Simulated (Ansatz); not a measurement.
Molecule: CRe, charge 0, multiplicity 4. The spin state was set by rule; other spins were not relaxed. 
Structure (B3LYP-D3(BJ)/def2-TZVP (Ansatz, a program for electronic structure) minimum search):
```xyz
2

Re     0.0000     0.0000    -0.1255
C      0.0000     0.0000     1.5688
```
Charge 0, spin multiplicity 4.

Property: atomisation energy (electronic, to ground-state atoms), in kJ/mol. Correlated levels leave the core frozen unless marked. Open shells are spin-unrestricted. Spin-orbit coupling is left out. Frozen are the shells of the preceding noble gas and the d and f shells that filled before the atom's block. In def2 rows, elements after Kr have scalar-relativistic effective core potentials. The coupled-cluster limit lacks core correlation, which all-electron functionals hold. CBS marks a two-point X^-3 extrapolation of the correlation energy; Hartree-Fock from the larger set.

```tsv
level	program	atomisation energy (kJ/mol)
HF/def2-SVPD	Ansatz	150.6
HF/def2-QZVPP	Ansatz	169.1
```

**Question.** Predict the CCSD(T)/CBS(def2-TZVPPD,def2-QZVPPD) result (Ansatz).

**Answer.** 519.5 kJ/mol
